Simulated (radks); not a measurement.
The numbers below are computed, except where a source is named.
Task: The erbium ion Er34+, 34 electrons, occupied as [Ar] 3d10 4s2 4p4. Code: a radial shooting solver on a logarithmic mesh with Libxc functionals. Model: Dirac Kohn-Sham, PBE, spin-unpolarised, spherical densities, finite nucleus; open shells are shared between the two j in proportion to 2j + 1; Fermi nuclear charge, rms radius 5.2516 fm.

Spin-orbit splittings of the eigenvalues, e(l+1/2) - e(l-1/2), with zeta = 2 splitting/(2l+1) and mean radii in bohr:

shell  occ.  splitting (eV)  zeta (eV)  <r> j=l-1/2  <r> j=l+1/2
2p        6           918.5      612.4      0.07139      0.07864
3p        6           198.7      132.5       0.2116       0.2246
3d       10               ?          ?       0.1972       0.2012
4p        4           61.31      40.87       0.4521       0.4712

Estimate the 3d splitting.

Result: 43.94 eV (zeta = 17.57 eV).
